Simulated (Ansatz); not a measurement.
Frontier orbitals of CH₄BFOS, SMILES `OBC(F)S`.

The species carries charge 0 and has multiplicity 1. The geometry is a stationary point of PBE0-D4/def2-TZVP. It is one conformer, not always the lowest. Basis def2-TZVPP, Ansatz.

```csv
functional,HOMO (eV),LUMO (eV),gap (eV)
PBE,-6.39,-1.77,4.62
r2SCAN,-6.67,-1.43,5.24
B97M-V,-6.76,-1.50,5.26
PBE0,-7.67,-0.80,6.87
LC-ωPBE,-10.47,1.53,12.00
ωB97X-V,-10.09,1.38,11.47
ωB97M-V,-9.91,1.14,11.05
```

Against PBE, PBE0 changes HOMO and LUMO by −1.28 and +0.97 eV, ωB97M-V by −3.53 and +2.91 eV. A gap of 4.62 eV thus becomes 11.05 eV for the same molecule, so an orbital gap means little without its functional. A positive LUMO is unbound and depends on the basis.

LC-ωPBE has ω = 0.4 bohr⁻¹.
